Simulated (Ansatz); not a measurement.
Gas-phase electronic energies from Ansatz, PBE0-D4/def2-TZVP geometries. CCSD(T)/CBS adds triple-zeta CCSD(T) − MP2 to the extrapolated MP2 energy (def2 sets, frozen cores). One conformer a species, not always the lowest.

Reaction (redistribution): `BOC1CO1` + `CC(F)([SiH3])[SiH3]` → `BC(C)(F)[SiH3]` + `[SiH3]OC1CO1`

`BOC1CO1`:

Cartesian coordinates in Å:
```
B 0.746 -1.352 0.828
O 1.064 -0.075 0.539
C 0.125 0.866 0.146
C -0.837 0.600 -0.911
O 0.323 1.412 -1.112
H 1.645 -2.056 1.179
H -0.387 -1.733 0.733
H -0.080 1.578 0.942
H -1.788 1.125 -0.937
H -0.811 -0.366 -1.407
```

`CC(F)([SiH3])[SiH3]`:

Cartesian coordinates in Å:
```
C -0.276 -1.105 -1.084
C 0.191 0.148 -0.369
F 0.902 0.946 -1.306
Si 1.419 -0.250 1.027
Si -1.272 1.209 0.224
H 0.573 -1.674 -1.474
H -0.933 -0.858 -1.922
H -0.830 -1.751 -0.397
H 1.918 1.004 1.643
H 0.723 -1.065 2.059
H 2.554 -1.027 0.464
H -2.144 1.524 -0.938
H -0.777 2.464 0.843
H -2.048 0.434 1.230
```

`BC(C)(F)[SiH3]`:

Z-matrix (Å, degrees):
```
Si
B 1 2.501
C 1 1.985 2 37.1
H 1 1.487 2 80.3 3 152.6
H 1 1.482 2 106.9 3 -99.7
H 1 1.482 2 133.4 3 44.6
H 2 1.199 1 95.1 3 120.8
H 2 1.193 1 113.7 3 -112.1
C 3 1.512 1 107.7 2 -126.3
F 3 1.396 1 105.7 2 117.3
H 9 1.091 3 110.6 1 65.6
H 9 1.093 3 109.0 1 -175.4
H 9 1.093 3 112.2 1 -56.1
```

`[SiH3]OC1CO1`:

Cartesian coordinates in Å:
```
Si 0.785 -1.065 1.111
O 1.097 0.097 -0.035
C 0.181 0.466 -0.981
C -1.055 1.151 -0.626
O -1.035 -0.236 -0.996
H 2.015 -1.085 1.936
H -0.379 -0.699 1.959
H 0.556 -2.395 0.497
H 0.641 0.620 -1.954
H -1.549 1.809 -1.335
H -1.257 1.338 0.425
```

```csv
level,ΔE (kJ/mol)
HF/def2-TZVPP,25.1
CCSD(T)/def2-TZVPP,22.7
MP2/def2-QZVPP,19.0
MP2/CBS(def2),18.7
```

Problem. What does CCSD(T)/CBS give? (Estimate.)

Solution. The calculation gave: +21.9 kJ/mol. The listed levels differ from it by 3.2, 0.8, -2.9, -3.2 kJ/mol.

Largest T1 diagnostic among the species: 0.014.
